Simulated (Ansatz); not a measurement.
GaH₉O₃Si₃, SMILES `[SiH3][O][Ga]([O][SiH3])[O][SiH3]`, relaxed with RKS PBE-D4/def2-SVP in the Gaussian-basis code of Ansatz from a rough embedded geometry. The force threshold is 0.03 eV/Å; the program also tests the step.

Charge 0, multiplicity 1.

Start:

```xyz
16

Si    0.500   -2.296    0.479
O     1.863   -1.322    0.111
Ga    1.648    0.284   -0.861
O     0.282    0.226   -2.260
Si   -1.366    0.485   -1.958
O     1.338    1.832    0.281
Si    0.349    1.744    1.670
H     1.009   -3.449    1.289
H    -0.373   -1.543    1.341
H    -0.125   -2.761   -0.711
H    -1.832   -0.413   -0.926
H    -2.106    0.305   -3.211
H    -1.472    1.849   -1.480
H     0.960    0.708    2.596
H     0.302    3.023    2.327
H    -0.975    1.329    1.313
```

| step | energy (eV) | largest force (eV/Å) | largest move (Å) |
| --- | --- | --- | --- |
| 1 | -82255.7424 | 3.342 | 0.000 |
| 2 | -82256.6924 | 1.378 | 0.195 |
| 3 | -82257.0144 | 0.422 | 0.200 |
| 4 | -82257.1065 | 0.213 | 0.200 |
| 5 | -82257.1691 | 0.129 | 0.195 |
| 6 | -82257.2058 | 0.295 | 0.195 |
| 7 | -82257.2540 | 0.135 | 0.200 |
| 8 | -82257.2884 | 0.144 | 0.195 |
| 9 | -82257.3125 | 0.233 | 0.199 |
| 10 | -82257.3344 | 0.384 | 0.195 |
| 11 | -82257.3515 | 0.346 | 0.105 |
| 12 | -82257.4021 | 0.040 | 0.200 |
| 13 | -82257.4238 | 0.046 | 0.177 |
| 14 | -82257.4335 | 0.279 | 0.195 |
| 15 | -82257.4411 | 0.137 | 0.050 |
| 16 | -82257.4515 | 0.015 | 0.091 |
| 17 (rejected) | -82257.4510 | 0.279 | 0.181 |
| 18 | -82257.4560 | 0.068 | 0.088 |
| 19 | -82257.4581 | 0.102 | 0.098 |
| 20 | -82257.4597 | 0.055 | 0.015 |
| 21 | -82257.4608 | 0.003 | 0.029 |
| 22 | -82257.4618 | 0.017 | 0.065 |
| 23 | -82257.4620 | 0.044 | 0.091 |
| 24 | -82257.4626 | 0.019 | 0.027 |

End:

```xyz
16

Si    0.887   -3.026    0.512
O     0.738   -1.383    0.848
Ga   -0.008   -0.001    0.010
O    -0.807   -0.242   -1.563
Si   -1.600    0.758   -2.658
O     0.067    1.626    0.730
Si    0.713    2.267    2.145
H     2.103   -3.529    1.238
H    -0.326   -3.774    1.002
H     1.048   -3.276   -0.966
H    -3.079    0.772   -2.372
H    -1.370    0.204   -4.037
H    -1.079    2.171   -2.597
H     1.890    1.462    2.632
H     1.159    3.672    1.851
H    -0.336    2.299    3.225
```

Hardware: 2 threads of an AMD EPYC 7R13 on a shared host and a share of an NVIDIA H100 80 GB. Wall time 52 s, peak host memory 0.81 GiB.
